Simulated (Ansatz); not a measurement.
`[OH][Zn][SH]` and `[SH][Zn][SH]` differ in one atom or group.

Ansatz, PBE0-D4/def2-TZVP geometries, multiplicity 1. Each molecule was computed in one conformer, which needn't be the lowest.

Scalar relativity is left out up to krypton.

```tsv
property	`[OH][Zn][SH]`
HOMO–LUMO gap (B3LYP/def2-TZVPP) / eV	5.92
HOMO energy (PBE0/def2-TZVPP) / eV	-7.51
ideal-gas entropy at 298 K and 1 bar (rigid rotor, harmonic PBE0-D4/def2-TZVP) / J/(mol·K)	307
size of the dipole moment (PBE/def2-TZVPP) / D	1.43
HOMO energy (B3LYP/def2-TZVPP) / eV	-7.26
HOMO–LUMO gap (ωB97M-V/def2-TZVPP) / eV	10.30
```

Question: What does the change do to each property? (An estimate is asked.)

Answer: Ansatz gave: 
```json
{"property": "HOMO–LUMO gap (B3LYP/def2-TZVPP) / eV", "`[SH][Zn][SH]`": "6.00", "shift": "0.08"}
{"property": "HOMO energy (PBE0/def2-TZVPP) / eV", "`[SH][Zn][SH]`": "-7.53", "shift": "-0.02"}
{"property": "ideal-gas entropy at 298 K and 1 bar (rigid rotor, harmonic PBE0-D4/def2-TZVP) / J/(mol·K)", "`[SH][Zn][SH]`": "317", "shift": "10"}
{"property": "size of the dipole moment (PBE/def2-TZVPP) / D", "`[SH][Zn][SH]`": "0.96", "shift": "-0.47"}
{"property": "HOMO energy (B3LYP/def2-TZVPP) / eV", "`[SH][Zn][SH]`": "-7.27", "shift": "-0.01"}
{"property": "HOMO–LUMO gap (ωB97M-V/def2-TZVPP) / eV", "`[SH][Zn][SH]`": "10.37", "shift": "0.07"}
```

Dipoles are sizes alone; their direction can turn.

B3LYP here is the variant with VWN-RPA as its local correlation; programs differ in this.
